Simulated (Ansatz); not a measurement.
Calculated with Ansatz (gas phase, PBE0-D4/def2-TZVP geometries, no zero-point term in ΔE). CBS: MP2 limit from def2 TZ/QZ plus the TZ coupled-cluster correction, frozen cores. Functionals use def2-TZVPP. B3LYP here is the variant with VWN-RPA as its local correlation; programs differ in this. Elements past krypton have def2 core potentials. For As, Sn outer-core shells are correlated without core-valence functions, which leaves a few kJ/mol of doubt a bond. Scalar relativity is left out up to krypton. Each species was taken in one conformer, which may not be the lowest.

trimethylarsine + `C[O][Sn]([CH3])([F])[SH]` → `C[O][Sn]([CH3])([F])[S]C` + `C[AsH]C`  (substitution at a C–As bond)

| level | ΔE (kJ/mol) | difference from CCSD(T)/CBS |
| --- | --- | --- |
| PBE-D4 | 36.9 | -3.2 |
| r2SCAN-D4 | 40.3 | 0.2 |
| PBE0-D4 | 38.2 | -1.9 |
| B3LYP-D4 | 37.2 | -2.9 |
| ωB97X-V | 39.1 | -1.0 |
| ωB97M-V | 40.8 | 0.7 |
| B2PLYP | 40.9 | 0.8 |
| PBE | 37.5 | -2.6 |
| r2SCAN | 40.7 | 0.6 |
| PBE0 | 38.9 | -1.2 |
| B3LYP | 38.0 | -2.1 |
| HF/def2-TZVPP | 38.6 | -1.5 |
| MP2/def2-TZVPP | 46.5 | 6.4 |
| SCS-MP2/def2-TZVPP | 43.7 | 3.6 |
| CCSD/def2-TZVPP | 44.0 | 3.9 |
| CCSD(T)/def2-TZVPP | 43.8 | 3.7 |
| HF/def2-QZVPP | 38.5 | -1.6 |
| MP2/def2-QZVPP | 44.4 | 4.3 |
| SCS-MP2/def2-QZVPP | 41.6 | 1.5 |
| HF/CBS(def2) | 38.5 | -1.6 |
| MP2/CBS(def2) | 42.8 | 2.7 |
| CCSD/CBS(def2) | 40.3 | 0.2 |
| CCSD(T)/CBS | 40.1 | 0 |

Largest T1 diagnostic among the species: 0.013.

In def2-TZVPP, CCSD(T) changes the Hartree–Fock value by +5.2 kJ/mol (the triples alone add −0.2 kJ/mol) and MP2 by +7.9 kJ/mol.
